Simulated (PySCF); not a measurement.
B3LYP has the VWN-RPA correlation part, as in Gaussian. Excitations are Tamm–Dancoff values on a coarser integration grid. The basis has no diffuse functions, so Rydberg states are missing or too high.

# C₂H₇B, SMILES `B(C)C` (charge 0, multiplicity 1)

Calculation: B3LYP-D3(BJ)/def2-TZVP (PySCF).

```
Quantity                                                                      Value
-------------------------------------------  --------------------------------------
HOMO                                                                       -8.48 eV
dipole moment                                                                0.41 D
HOMO–LUMO gap                                                               7.65 eV
LUMO                                                                       -0.84 eV
S1 excitation (TDA)                                                         6.14 eV
S1 oscillator strength                                                        0.002
brightest of the four lowest singlets (TDA)                                 8.46 eV
T1 excitation (TDA)                                                         5.57 eV
S1–T1 gap (TDA)                                                             0.57 eV
total energy                                                            -2866.23 eV
cost                                         about 60 core-seconds (a rough figure)
```

Bonded distances (Å): C1–B2 1.560, C1–H4 1.101, C1–H5 1.092, C1–H6 1.093, B2–C3 1.560, B2–H7 1.199, C3–H8 1.102, C3–H9 1.092, C3–H10 1.092. Angles (°): B2–C1–H4 105.9, B2–C1–H5 115.0, B2–C1–H6 113.6, H4–C1–H5 106.8, H4–C1–H6 105.1, H5–C1–H6 109.7, C1–B2–C3 123.4, C1–B2–H7 118.3, C3–B2–H7 118.3, B2–C3–H8 105.8, B2–C3–H9 113.7, B2–C3–H10 114.9, H8–C3–H9 105.1, H8–C3–H10 106.8, H9–C3–H10 109.7.
Charge 0, spin multiplicity 1.
